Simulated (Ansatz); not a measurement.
Reaction (cleavage of the Si–Si bond): `C[Si](N)([SiH3])Cl` + H–F → `C[Si](N)(F)Cl` + SiH₄

Computed with Ansatz on PBE0-D4/def2-TZVP structures; ΔE is electronic, products minus reactants. CBS: MP2 limit from def2 TZ/QZ plus the TZ coupled-cluster correction, frozen cores. This one scheme is used for every species. DFT in def2-TZVPP. One conformer a species, not always the lowest.

```
             level  ΔE (kJ/mol)
           LC-ωPBE       -160.0
  CCSD(T)/def2-SVP       -159.4
     HF/def2-QZVPP       -195.1
SCS-MP2/def2-QZVPP       -167.2
```

**Question.** What does CCSD(T)/CBS give? (An estimate is asked.)

**Answer.** Ansatz gave: -156.4 kJ/mol. The listed levels differ from it by -3.6, -3.0, -38.7, -10.8 kJ/mol.

Largest T1 diagnostic among the species: 0.011.

From BLYP to BHLYP (50 % exact exchange), in def2-TZVPP and without D4, ΔE moves by −14.0 kJ/mol. The D4 term adds +10.4 kJ/mol with B3LYP and +6.2 kJ/mol with PBE0; it sums over pairs of atoms, weighted by their polarisabilities, and B3LYP, whose exchange is more repulsive, gets the larger term.

CCSD(T)/CBS has its own doubt, a few kJ/mol and more with outer-core shells, so smaller differences from it don't rank the levels.

B3LYP here is the variant with VWN-RPA as its local correlation; programs differ in this.
